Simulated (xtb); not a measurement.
xtb input (GFN2-xTB):

```bash
xtb mol.xyz --gfn 2 --sp --chrg -1 --uhf 0
```
mol.xyz:
```
11

C     -2.03486303     0.04237323     0.31562994
Si    -0.60133033    -1.03539603     0.05072081
B      0.86234958     0.38553795    -0.12279577
O      2.17261770     0.33137845    -0.59076952
O      0.39833205     1.57990046     0.31838828
H     -2.40106045     0.54849582    -0.58467805
H     -2.87373532    -0.36718096     0.88315573
H     -0.44530345    -2.08499623    -1.05689466
H     -0.32404188    -1.88621347     1.26583134
H      2.35843605    -0.56168021    -0.89145164
H     -0.56583796     1.37495890     0.57319518
```

End of the output:

```
         :::::::::::::::::::::::::::::::::::::::::::::::::::::
         ::                     SUMMARY                     ::
         :::::::::::::::::::::::::::::::::::::::::::::::::::::
         :: total energy             -16.469882251919 Eh    ::
         :: gradient norm              0.036807750960 Eh/a0 ::
         :: HOMO-LUMO gap              2.679839401012 eV    ::
         ::.................................................::
         :: SCC energy               -16.590511596104 Eh    ::
         :: -> isotropic ES            0.199196660943 Eh    ::
         :: -> anisotropic ES          0.010593744322 Eh    ::
         :: -> anisotropic XC         -0.003769942433 Eh    ::
         :: -> dispersion             -0.007914825952 Eh    ::
         :: repulsion energy           0.120629344184 Eh    ::
         :: add. restraining           0.000000000000 Eh    ::
         :: total charge              -1.000000000000 e     ::
         :::::::::::::::::::::::::::::::::::::::::::::::::::::

           -------------------------------------------------
          |                Property Printout                |
           -------------------------------------------------

    * Orbital Energies and Occupations

         #    Occupation            Energy/Eh            Energy/eV
      -------------------------------------------------------------
         1        2.0000           -0.5202715             -14.1573
       ...           ...                  ...                  ...
         3        2.0000           -0.4618388             -12.5673
         4        2.0000           -0.4135161             -11.2523
         5        2.0000           -0.3531711              -9.6103
         6        2.0000           -0.3359974              -9.1430
         7        2.0000           -0.3210491              -8.7362
         8        2.0000           -0.3134688              -8.5299
         9        2.0000           -0.3036425              -8.2625
        10        2.0000           -0.2701572              -7.3514
        11        2.0000           -0.2299566              -6.2574
        12        2.0000           -0.2138764              -5.8199
        13        2.0000           -0.1856040              -5.0505
        14        2.0000           -0.1389865              -3.7820
        15        2.0000           -0.0917481              -2.4966 (HOMO)
        16                          0.0067342               0.1832 (LUMO)
        17                          0.0803584               2.1867
        18                          0.0906113               2.4657
        19                          0.1028838               2.7996
        20                          0.1844139               5.0182
        21                          0.2155366               5.8650
        22                          0.2465051               6.7077
        23                          0.3310218               9.0076
        24                          0.4062039              11.0534
        25                          0.4689438              12.7606
        26                          0.5067181              13.7885
       ...                                ...                  ...
        31                          0.9247254              25.1631
      -------------------------------------------------------------
                  HL-Gap            0.0984823 Eh            2.6798 eV
             Fermi-level           -0.0425069 Eh           -1.1567 eV

     #   Z          covCN         q      C6AA      α(0)
     1   6 C        2.732    -0.345    37.827    10.069
     2  14 Si       3.586     0.248   104.843    19.680
     3   5 B        2.484     0.326    18.690     7.608
     4   8 O        1.592    -0.534    23.668     6.565
     5   8 O        1.584    -0.535    23.712     6.571
     6   1 H        0.924    -0.098     5.481     3.661
     7   1 H        0.924    -0.090     5.211     3.570
     8   1 H        0.889    -0.255    16.055     6.271
     9   1 H        0.902    -0.263    17.010     6.453
    10   1 H        0.806     0.259     0.858     1.455
    11   1 H        0.796     0.285     0.769     1.378

 Mol. C6AA /au·bohr⁶  :       1991.716459
 Mol. C8AA /au·bohr⁸  :      57148.162502
 Mol. α(0) /au        :         73.280414

Wiberg/Mayer (AO) data.
largest (>0.10) Wiberg bond orders for each atom

 ---------------------------------------------------------------------------
     #   Z sym  total        # sym  WBO       # sym  WBO       # sym  WBO
 ---------------------------------------------------------------------------
     1   6 C    3.623 --     2 Si   1.462     7 H    0.972     6 H    0.968
     2  14 Si   4.025 --     1 C    1.462     3 B    0.849     9 H    0.840
                             8 H    0.831
     3   5 B    3.268 --     5 O    1.232     4 O    1.071     2 Si   0.849
     4   8 O    2.049 --     3 B    1.071    10 H    0.918
     5   8 O    2.124 --     3 B    1.232    11 H    0.805
     6   1 H    0.990 --     1 C    0.968
     7   1 H    0.992 --     1 C    0.972
     8   1 H    0.935 --     2 Si   0.831
     9   1 H    0.931 --     2 Si   0.840
    10   1 H    0.933 --     4 O    0.918
    11   1 H    0.919 --     5 O    0.805
 ---------------------------------------------------------------------------

Topologies differ in total number of bonds
Writing topology from bond orders to xtbtopo.mol

molecular dipole:
                 x           y           z       tot (Debye)
 q only:        1.137       0.159      -0.273
   full:        1.286       0.003      -0.465       3.476
molecular quadrupole (traceless):
                xx          xy          yy          xz          yz          zz
 q only:       -6.742      -7.268      -1.355       1.271       1.516       8.097
  q+dip:       -5.528      -8.137      -2.293       1.808       1.018       7.821
   full:       -5.718      -7.491      -2.988       2.047       0.156       8.706

           -------------------------------------------------
          | TOTAL ENERGY              -16.469882251919 Eh   |
          | GRADIENT NORM               0.036807750960 Eh/α |
          | HOMO-LUMO GAP               2.679839401012 eV   |
Note: The following floating-point exceptions are signalling: IEEE_UNDERFLOW_FLAG IEEE_DENORMAL
normal termination of xtb
           -------------------------------------------------

------------------------------------------------------------------------
------------------------------------------------------------------------
 total:
 SCF:
```

It need not be the lowest isomer of its formula. Whether it binds its extra electron was not tested at this geometry.
